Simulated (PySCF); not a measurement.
C5H9F3N2.
Geometry (PBE0-D3(BJ)/def2-SVP, Å), atoms numbered from 1 in this order:
```xyz
19
C5H9F3N2 angstrom
C     -1.8292    0.4340    0.3126
C     -0.5534   -0.3803    0.1184
C     -0.5538   -1.1286   -1.2193
C      0.7324    0.4028    0.2655
N      1.8612   -0.0925    0.6126
N      1.9896   -1.3852    0.8771
C      0.7727    1.8627   -0.1030
F      0.2280    2.0579   -1.3207
F      2.0007    2.3537   -0.1316
F      0.0605    2.6177    0.7513
H     -1.9465    1.1919   -0.4748
H     -1.8396    0.9504    1.2822
H     -2.7033   -0.2328    0.2679
H     -0.5443   -1.1357    0.9295
H     -1.4333   -1.7864   -1.2999
H      0.3508   -1.7442   -1.3351
H     -0.5826   -0.4108   -2.0523
H      1.1659   -1.9337    1.1236
H      2.8275   -1.6057    1.3992
```

Computed with PySCF at PBE0/pcSseg-1, non-relativistic, on one gas-phase PBE0-D3(BJ)/def2-SVP geometry that isn't relaxed in the solvent. The solvent is an IEF-PCM continuum (Bondi radii, 1.10 Å for H, scaled by 1.2). The model holds no explicit solvent molecules, cavitation or dispersion.

```tsv
run	E − E(gas) (kcal/mol)	HOMO (eV)	HOMO–LUMO gap (eV)	dipole (D)
gas	0.00	-7.06	6.79	4.21
P	-2.84	-6.98	6.75	4.65
Q	-7.28	-6.89	6.67	5.39
```

The runs were made in acetonitrile and cyclohexane. Which run belongs to which solvent?

P = cyclohexane, Q = acetonitrile. The dielectric constants are 2.017 (cyclohexane), 35.69 (acetonitrile), and the energy falls further as ε rises. In this model the ground state sees the solvent through ε alone.

How constant is the ratio of the lowering to (ε − 1)/(2ε + 1)?

```csv
solvent,(ε − 1)/(2ε + 1),E − E(gas) (kcal/mol),ratio (kcal/mol),polarisation term (kcal/mol)
cyclohexane,0.202,-2.84,-14.1,-3.03
acetonitrile,0.479,-7.28,-15.2,-8.62
```

The ratio changes by +8.0 % in size from cyclohexane to acetonitrile. The polarisation term is half the interaction of the solute with the induced surface charges.
